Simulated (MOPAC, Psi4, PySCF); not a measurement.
Relaxed torsion scan: SMILES [SiH2](CCC)c1sccc1. Scanned: dihedral C1–C2–C3–Si4; all other coordinates were relaxed at GFN2-xTB. Points at φ and −φ are mirror images. Heavy atoms are numbered in the order of the SMILES CCC[SiH2]c1cccs1, hydrogens after them in the order of the atoms that carry them; the mirror image has the same energies with the sign of each dihedral reversed.

RKS-B3LYP/6-31G* = restricted B3LYP/6-31G*, spherical d, density fitting // GFN2-xTB run with PySCF; RHF/6-31G* = PySCF with restricted Hartree-Fock/6-31G*, spherical d, density fitting // GFN2-xTB; AM1, restricted, heats of formation // GFN2-xTB (MOPAC); PBE-D3(BJ)/def2-SVP // GFN2-xTB (Psi4).

Energies relative to the lowest point of each profile, in kcal/mol; the last columns give the difference from PBE-D3(BJ):

```
φ / °  RKS-B3LYP/6-31G*  RHF/6-31G*  AM1  PBE-D3(BJ)/def2-SVP  RKS-B3LYP/6-31G* − PBE-D3(BJ)/def2-SVP  RHF/6-31G* − PBE-D3(BJ)/def2-SVP  AM1 − PBE-D3(BJ)/def2-SVP
-----  ----------------  ----------  ---  -------------------  --------------------------------------  --------------------------------  -------------------------
-160                0.7         0.7  0.2                  0.6                                     0.0                               0.1                       -0.4
-140                2.1         2.3  0.7                  2.0                                     0.1                               0.3                       -1.3
-120                3.0         3.2  1.0                  2.8                                     0.2                               0.4                       -1.8
-100                2.4         2.5  0.8                  2.0                                     0.4                               0.5                       -1.2
-80                 1.4         1.5  1.1                  0.9                                     0.5                               0.6                        0.2
-60                 1.2         1.4  2.1                  0.5                                     0.7                               0.9                        1.5
-40                 2.3         2.6  3.5                  1.4                                     1.0                               1.3                        2.2
-20                 4.2         4.7  5.0                  3.0                                     1.1                               1.6                        2.0
0                   5.1         5.8  5.8                  4.0                                     1.1                               1.7                        1.8
20                  4.2         4.7  5.0                  3.0                                     1.1                               1.6                        2.0
40                  2.3         2.6  3.5                  1.4                                     1.0                               1.3                        2.2
60                  1.2         1.4  2.1                  0.5                                     0.7                               0.9                        1.5
80                  1.4         1.5  1.1                  0.9                                     0.5                               0.6                        0.2
100                 2.4         2.5  0.8                  2.0                                     0.4                               0.5                       -1.2
120                 3.0         3.2  1.0                  2.8                                     0.2                               0.4                       -1.8
140                 2.1         2.3  0.7                  2.0                                     0.1                               0.3                       -1.3
160                 0.7         0.7  0.2                  0.6                                     0.0                               0.1                       -0.4
180                 0.0         0.0  0.0                  0.0                                     0.0                               0.0                        0.0
```

RKS-B3LYP/6-31G* is furthest from PBE-D3(BJ)/def2-SVP at 0 (1.1 kcal/mol, above); its mean absolute difference over the points is 0.5 kcal/mol.

RHF/6-31G* is furthest from PBE-D3(BJ)/def2-SVP at 0 (1.7 kcal/mol, above); its mean absolute difference over the points is 0.7 kcal/mol.

AM1 is furthest from PBE-D3(BJ)/def2-SVP at -40 (2.2 kcal/mol, above); its mean absolute difference over the points is 1.3 kcal/mol.
